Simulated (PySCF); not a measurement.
C$_{2}$H$_{3}$O$_{2}$ (SMILES CC([O])=O), doublet, geometry from GFN2-xTB. Base run: PBE/def2-SVP in PySCF.

Here is a job for PySCF.
```python
from pyscf import gto, scf, dft, solvent

mol = gto.Mole()
mol.atom = '''
    C    -0.241744    0.214389    0.004552
    O     0.230380    1.315484    0.012491
    O    -1.279745   -0.382174    0.007296
    C     1.023874   -0.905434   -0.019249
    H     1.949220   -0.345411   -0.021383
    H     0.884572   -1.497373    0.876178
    H     0.868348   -1.477429   -0.924909
'''
mol.basis = 'def2-svp'
mol.charge = 0
mol.spin = 1
mol.verbose = 4
mol.build()

mf = dft.UKS(mol)
mf.xc = 'pbe'
mf.kernel()
mf.analyze()
```

Variants of this job, named by their change:

| change | ΔE vs base (kJ/mol) | dipole (D) |
|---|---|---|
| base | 0.00 | 2.50 |
| model = IEF-PCM; solvent = methanol; vdw_scale = 1.1 | -22.23 | 3.20 |
| model = COSMO; solvent = methanol | -16.54 | 3.07 |
| model = IEF-PCM; solvent = methanol; lebedev_order = 11 | -16.46 | 3.07 |
| model = SS(V)PE; solvent = methanol | -16.44 | 3.07 |
| model = IEF-PCM; solvent = methanol; vdw_scale = 1.4 | -10.11 | 2.91 |
| model = IEF-PCM; solvent = methanol | -16.65 | 3.08 |
| model = IEF-PCM; solvent = toluene | -8.32 | 2.79 |
| model = IEF-PCM; solvent = methanol; vdw_scale = 1.0 | -30.5 | 3.34 |
| model = IEF-PCM; solvent = n-hexane | -6.44 | 2.72 |
| model = IEF-PCM; solvent = methanol; lebedev_order = 41 | -16.69 | 3.08 |
| model = IEF-PCM; solvent = dichloromethane | -14.66 | 3.01 |

The base is the gas phase, so ΔE is the electrostatic part of solvation at a fixed geometry, without cavity and dispersion terms.

Open shells are given as the SCF converged; they aren't shown to be the lowest states, and a large step between rows can be another state.
